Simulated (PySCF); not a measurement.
## Simulated absorption spectrum

Species: CH5N3Si.
Structure used (GFN2-xTB), in Å, numbered top down from 1:
```
atom  x, y, z in Å
N1    -0.5391    2.9356   -0.1423
C2    -0.3225    1.8314    0.0723
Si3    0.0919    0.0379    0.4439
N4    -1.2887   -0.7965   -0.1489
N5     1.4196   -0.6208   -0.4244
H6     0.4517   -0.0265    1.8629
H7    -2.2065   -0.4661    0.0990
H8    -1.2711   -1.8030   -0.1596
H9     1.3225   -0.7814   -1.4140
H10    2.3509   -0.3061   -0.2114
```

Method: TDDFT PBE0/def2-SVPD, vertical, gas phase, core orbitals frozen in the response (PySCF).

Computed states:

| state | E (eV) | f |
| --- | --- | --- |
| S1 | 6.38 | 0.019 |
| S2 | 6.52 | 0.056 |
| S3 | 6.66 | 0.0073 |
| S4 | 6.76 | 0.0086 |
| S5 | 7.18 | 0.0009 |
| S6 | 7.48 | 0.0075 |

Broadening: Gaussians 0.4 eV wide at half height, area fixed by f = 4.319×10⁻⁹ ∫ε dν̃. The width is an assumption, not a result. The curve ends short of the highest state used, and states not computed would add to its high-energy end.

Question: Give the broadened spectrum and its maxima.

Answer: 
(E (eV), ε (L mol⁻¹ cm⁻¹)): (5.78, 3), (5.82, 6), (5.86, 13), (5.90, 26), (5.94, 52), (5.97, 84), (6.01, 152), (6.05, 262), (6.09, 432), (6.13, 679), (6.16, 924), (6.20, 1340), (6.24, 1858), (6.28, 2462), (6.31, 2952), (6.35, 3618), (6.39, 4241), (6.43, 4756), (6.47, 5106), (6.50, 5234), (6.54, 5212), (6.58, 4978), (6.62, 4567), (6.66, 4032), (6.69, 3584), (6.73, 2971), (6.77, 2383), (6.81, 1854), (6.85, 1401), (6.88, 1115)

Maxima: 190 nm (6.52 eV), ε about 5300, made up of S1 (18%) and S2 (72%) (ε in L mol⁻¹ cm⁻¹; maxima over ε = 5, shares over 10%).

Question: What would ε be at 6.52 eV, the highest of these maxima, with half the width (0.2 eV)?

Answer: About 8530 L mol⁻¹ cm⁻¹ against 5250, a factor of about 1.6; a lone state at its own centre would give exactly 2.

Question: Coming from long wavelengths, where does ε first pass 100 L mol⁻¹ cm⁻¹?

Answer: At about 207 nm (5.98 eV), 0.40 eV below S1.

Question: On this curve, what absorbance would a 10⁻⁵ mol/L sample give at 193 nm over a 1 cm path?

Answer: 193 nm is 6.424 eV, where ε is about 4700 L mol⁻¹ cm⁻¹, so A = ε c l ≈ 0.047 (Beer–Lambert, with the gas-phase spectrum and the assumed width).

One conformer stands for the species.
